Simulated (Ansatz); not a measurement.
Relaxation of CH$_{8}$AlNOSi (13 atoms, charge 0, multiplicity 1), to a largest force component of 0.015 eV/Å in at most 40 steps.

Theory: RKS r2SCAN/def2-SVP in Ansatz 0.2.0.

```xyz
13
Properties=species:S:1:pos:R:3
C -1.699 0.389 1.151
Si -0.276 0.464 -0.004
O 1.034 1.166 0.801
N 0.194 -1.196 -0.513
Al 1.544 -1.119 -1.803
H -2.616 0.007 0.608
H -1.482 -0.176 2.037
H -1.956 1.485 1.448
H -0.601 1.298 -1.141
H 1.246 0.557 1.600
H 0.485 -1.700 0.352
H 1.215 -0.581 -3.237
H 2.933 -0.629 -1.283
```

Q: Where does it end, and by what steps?

A: The forces met the threshold. After 17 steps the energy has fallen by 1.141 eV; H13 moved furthest, 2.10 Å.

| step | energy less start (eV) | largest force component (eV/Å) | accepted |
| --- | --- | --- | --- |
| 0 | 0.0000 | 2.116 | yes |
| 1 | -0.5643 | 0.762 | yes |
| 2 | -0.7158 | 0.441 | yes |
| 3 | -0.8031 | 0.238 | yes |
| 4 | -0.8675 | 0.211 | yes |
| 5 | -0.9211 | 0.194 | yes |
| 6 | -0.9732 | 0.211 | yes |
| 7 | -1.0138 | 0.156 | yes |
| 8 | -1.0570 | 0.118 | yes |
| 9 | -1.0922 | 0.093 | yes |
| 10 | -1.1156 | 0.164 | yes |
| 11 | -1.1321 | 0.124 | yes |
| 12 | -1.1387 | 0.192 | yes |
| 13 | -1.1410 | 0.033 | yes |
| 14 | -1.1413 | 0.022 | yes |
| 15 | -1.1413 | 0.022 | yes |
| 16 | -1.1411 | 0.049 | no |
| 17 | -1.1414 | 0.008 | yes |

```xyz
13
Properties=species:S:1:pos:R:3
C -1.702 0.204 1.137
Si -0.224 0.677 0.088
O 0.733 1.788 0.897
N 0.632 -0.774 -0.370
Al 1.596 -1.112 -1.845
H -2.397 -0.444 0.579
H -1.395 -0.345 2.044
H -2.258 1.097 1.465
H -0.611 1.397 -1.152
H 1.074 1.521 1.758
H 0.591 -1.521 0.325
H 1.665 0.000 -2.970
H 2.317 -2.524 -1.942
```

Whether the end is a true minimum wasn't checked by a vibrational analysis.

Time of the run: 92 s on 2 threads of Arm Neoverse V2 (shared host), peak memory 0.21 GiB.
